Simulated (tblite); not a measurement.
Species: C₇H₆Cl (doublet state).
Z-matrix (Å and degrees, GFN2-xTB geometry), rows numbered from 1:
```
C 
C   1  1.3760
C   2  1.4253  1  121.51
C   3  1.3691  2  121.45  1   179.96
C   4  1.3953  3  119.79  2     0.04
Cl  5  1.7226  4  119.72  3   179.90
C   5  1.3953  4  120.62  3    -0.12
C   7  1.3691  5  119.81  4     0.10
H   1  1.0746  2  121.21  3     0.08
H   1  1.0747  2  121.23  3  -179.99
H   3  1.0797  2  118.53  1     0.03
H   4  1.0792  3  120.68  2  -179.86
H   7  1.0794  5  119.48  4  -179.91
H   8  1.0797  2  118.54  1    -0.03
```

Computed geometry: GFN2-xTB, gas phase. This method treats the open shell by occupation alone, without spin polarisation.

Take the most abundant isotopes and a rigid rotor. 

Q: What are A, B and C (MHz)?

A: Ia = 90.92, Ib = 492.66, Ic = 583.59 u·Å²; 505379 MHz·u·Å²/I gives A = 5558, B = 1026, C = 866.0 MHz.

Q: What kind of rotor is it?

A: A near-prolate asymmetric top. Ray's parameter κ = (2B − A − C)/(A − C) = -0.932; −1 is the prolate and +1 the oblate limit.

Q: Is it planar, by Δ = Ic − Ia − Ib?

A: Planar: Δ = Ic − Ia − Ib = 0.00 u·Å². For a rigid frame Δ = −2 Σ m c², so it vanishes when all atoms lie in the ab plane; here none is more than 0.01 Å from it.

Q: Give the coordinates in the principal-axis frame, origin at the centre of mass.

A: The sense of each axis is arbitrary; atoms in the order of the calculation.
```csv
atom,mass (u),a (Å),b (Å),c (Å)
C1,12.000,3.344,0.000,0.001
C2,12.000,1.968,0.000,0.001
C3,12.000,1.223,1.214,0.000
C4,12.000,-0.146,1.212,-0.001
C5,12.000,-0.838,0.000,0.000
Cl6,34.969,-2.560,0.000,0.001
C7,12.000,-0.147,-1.212,-0.001
C8,12.000,1.222,-1.215,0.000
H9,1.008,3.901,0.919,0.002
H10,1.008,3.902,-0.919,0.002
H11,1.008,1.762,2.150,-0.001
H12,1.008,-0.698,2.140,-0.004
H13,1.008,-0.700,-2.138,-0.002
H14,1.008,1.760,-2.151,-0.002
```

Q: Where do the levels up to J = 3 lie, in K?

A: Above 0(0,0), as E/k:
J = 1: 1(0,1) 0.091, 1(1,1) 0.308, 1(1,0) 0.316
J = 2: 2(0,2) 0.272, 2(1,2) 0.482, 2(1,1) 0.505, 2(2,1) 1.158, 2(2,0) 1.158
J = 3: 3(0,3) 0.544, 3(1,3) 0.743, 3(1,2) 0.789, 3(2,2) 1.430, 3(2,1) 1.431, 3(3,1) 2.537, 3(3,0) 2.537
The levels of one J sum to (2J + 1)J(J + 1)(A + B + C)/3.

Q: Estimate the classical rotational partition function at 10 K, 25 K and 500 K.

A: Point group C2v, symmetry number σ = 2; q = (√π/σ)·√((kT/h)³/(ABC)), k/h = 20836.6 MHz/K: 1200 at 10 K, 4740 at 25 K, 424000 at 500 K.

For this open shell read J as N, the rotation without spin; fine and hyperfine splittings come on top. Its GFN2-xTB frequencies are all real (lowest 102 cm⁻¹). No vibrational averaging or centrifugal distortion is included, and the geometry carries the error of its method.

Time: 0.35 s. Hardware: one thread, Arm Neoverse V1 (aarch64), no GPU, on a shared host. That covers the optimisation of the geometry.
